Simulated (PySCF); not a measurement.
C₃H₈OSi, SMILES C1[SiH](O)CC1.

The structure is a stationary point at PBE-D3(BJ)/def2-SVP. The values are those of a single conformer.

Level of theory: PBE-D3(BJ)/def2-SVP run with PySCF.

Frequencies are harmonic and unscaled.

Computed harmonic wavenumbers and intensities:
```csv
mode,ν (cm⁻¹),IR (km/mol),moving atoms (share of kinetic energy)
1,76,80.9,"H 66 %, O 24 %"
2,120,3.4,"H 38 %, C 31 %, O 20 %, Si 10 %"
3,249,7.8,"H 47 %, O 19 %, C 19 %, Si 16 %"
4,264,8.6,"H 46 %, Si 23 %, O 16 %, C 16 %"
5,434,1.0,"C 44 %, H 24 %, Si 18 %, O 14 %"
6,551,5.7,"H 87 %, C 11 %"
7,642,25.0,"H 50 %, C 31 %, Si 17 %"
8,646,20.2,"C 42 %, H 37 %, Si 21 %"
9,703,121.6,H 91 %
10,775,102.3,"H 71 %, Si 15 %, C 13 %"
11,797,32.8,"H 39 %, C 34 %, O 21 %"
12,823,78.4,"H 46 %, O 29 %, C 13 %, Si 11 %"
13,868,45.0,"H 66 %, C 22 %, Si 9 %"
14,883,11.5,"H 48 %, C 45 %"
15,930,3.3,H 98 %
16,940,10.8,"C 66 %, H 33 %"
17,946,97.2,"H 39 %, Si 26 %, C 25 %, O 10 %"
18,1020,0.1,"H 73 %, C 27 %"
19,1107,40.2,"H 54 %, C 44 %"
20,1164,2.4,"H 71 %, C 29 %"
21,1189,2.8,"H 80 %, C 20 %"
22,1236,1.3,"H 77 %, C 23 %"
23,1357,7.2,"H 91 %, C 9 %"
24,1378,6.6,"H 91 %, C 9 %"
25,1416,1.2,"H 91 %, C 9 %"
26,2116,174.2,H 97 %
27,2974,37.5,H 95 %
28,2997,11.8,H 94 %
29,2998,3.5,H 94 %
30,3027,17.0,"H 90 %, C 10 %"
31,3072,11.9,"H 90 %, C 10 %"
32,3074,11.3,"H 91 %, C 9 %"
33,3782,86.4,H 94 %
```
